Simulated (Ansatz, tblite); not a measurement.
Isomers of Ag5Se⁻ (singlet), found by a short tight-binding search and relaxed with r2SCAN-D4/def2-SVPD in Ansatz.

In the def2 sets Ag takes a core potential; there is no spin–orbit coupling. The xTB rows come from tblite. LC-ωPBE has ω = 0.4 bohr⁻¹. HSE06 is defined as in plane-wave codes, on full-range PBE exchange. Correlated methods freeze 9 core orbitals; core or outer-core shells of Ag, Se are correlated, in sets that lack core-valence functions.

Run but left out: HF/STO-3G (A: restricted singlet, unstable in another Hartree–Fock run and untested here); HF/def2-TZVPD, MP2/def2-TZVPD (A: restricted singlet, unstable towards broken spin symmetry).

A: The restricted singlet is unstable towards broken spin symmetry in Hartree–Fock (as tested in another run); at r2SCAN-D4/def2-TZVPD, B97M-V/def2-TZVPD, PBE0-D4/def2-TZVPD, HSE06-D4/def2-TZVPD and others this wasn't settled.

Other spin states weren't relaxed.

A:

Cartesian coordinates in Å:
```
Ag -1.4902 -0.1452 -1.2628
Ag 0.9364 -0.8634 -0.3036
Ag -1.3904 -1.7774 0.8649
Ag 0.5920 -0.1452 2.3386
Ag 0.7949 1.7362 0.4359
Se 0.5573 1.1950 -2.0732
```

B:

```xyz
6

Ag   -0.801    0.604   -1.361
Ag   -2.518   -1.435   -1.032
Ag    1.377    0.798    0.571
Ag    1.459   -1.089    2.480
Ag   -0.480   -1.223    0.664
Se    0.963    2.345   -1.321
```

Problem. Estimate their order by electronic energy at RPA@PBE/def2-TZVPD, counted from the lowest.

Solution. B (0.0) < A (11.3), in kcal/mol.

Problem. Do the other levels pick the same lowest one?

Solution. All that were run do. Energies above each level's lowest (kcal/mol):

```csv
level,A,B
GFN1-xTB,2.7,0.0
GFN2-xTB,17.4,0.0
PBE-D4/def2-TZVPD,13.1,0.0
r2SCAN-D4/def2-TZVPD,14.1,0.0
B97M-V/def2-TZVPD,12.2,0.0
PBE0-D4/def2-TZVPD,12.5,0.0
HSE06-D4/def2-TZVPD,12.4,0.0
LC-ωPBE/def2-TZVPD,15.2,0.0
RPA@PBE/def2-TZVPD,11.3,0.0
```
Point groups (tolerance 0.1 Å): A Cs, B not assigned. Lower isomers may exist.
